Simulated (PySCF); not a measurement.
Trend along group 12: MBi molecules

r²SCAN with double-zeta basis sets in PySCF, for the lowest determinant that a PBE0 search found; no spin–orbit coupling. De refers to high-spin ground-configuration atoms. A positive dipole means M(−)Bi(+).

```tsv
M	basis	state (unpaired electrons)	Re (Å)	ωe (cm⁻¹)	De (eV)	μ (D)
Zn	def2-SVP	quartet (σ ↑, π ↑↑)	2.839	118	0.43	-0.72
Hg	def2-SVP	quartet (σ ↑, π ↑↑)	3.478	30.2	0.09	0.13
```

**Question.** The row for M = Cd is missing. Estimate Re, ωe and De as the mean of the rows for Zn and Hg, and compare with the calculation.

**Answer.** The means are 3.159 Å, 74.1 cm⁻¹ and 0.26 eV. r²SCAN in def2-SVP gives CdBi as a quartet (σ ↑, π ↑↑) with Re = 3.093 Å, ωe = 76.0 cm⁻¹, De = 0.25 eV, so the estimate is off by +6.6 pm, -3 % and +0.01 eV.

Weak bonds: CdBi, HgBi, ZnBi. Basis-set superposition, not corrected here, can be much of De in a small basis, most of all at correlated wavefunction levels. Functionals without a dispersion term scatter widely for such bonds, and LDA overbinds them. Spin–orbit coupling is left out, which matters for elements this heavy, above all for dissociation energies. States were picked by a PBE0 search and need not be the measured ground states.
